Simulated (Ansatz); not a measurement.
System: ZrH₃F, charge 0, singlet. ZrH3F (SMILES [F][ZrH3]).
B3LYP-D3(BJ)/def2-TZVP minimum from Ansatz (a program for electronic structure):
```xyz
5

Zr    -0.2836    -0.0072    -0.0719
F      1.5463     0.0394     0.3918
H     -1.2661     0.7171     1.3198
H     -0.7778    -1.7682    -0.3570
H     -0.5292     0.9855    -1.6149
```

Quantity: atomisation energy (electronic, to ground-state atoms), in kcal/mol. Open shells are spin-unrestricted; no spin-orbit coupling. Cores are frozen in correlated methods (noble-gas shells, and filled d and f shells in the p block). Past Kr the def2 sets carry scalar-relativistic core potentials. CBS(X,Y): correlation extrapolated as X^-3, Hartree-Fock from the larger set. A bracket is a step between two methods taken in the basis named. Where a partner has so few electrons that a lower coupled-cluster level is exact, that level stands in.

CCSD(T)/CBS(def2-TZVPP,def2-QZVPP) + [CCSDT(Q) - CCSD(T)]/def2-TZVPP (Ansatz) gives 373.0 kcal/mol.

**Question.** How far off this value is PBE/def2-TZVPD (Ansatz), in which direction, and how far these levels: r2SCAN/def2-TZVPD, B2PLYP/def2-TZVPD, CCSD(T)/CBS(def2-TZVPP,def2-QZVPP)?

**Answer.** PBE gives 377.3 kcal/mol, 4.3 kcal/mol above it. Differences of the others: r2SCAN/def2-TZVPD (Ansatz) 1.9; B2PLYP/def2-TZVPD (Ansatz) -5.8; CCSD(T)/CBS(def2-TZVPP,def2-QZVPP) (Ansatz) 0.3 kcal/mol.
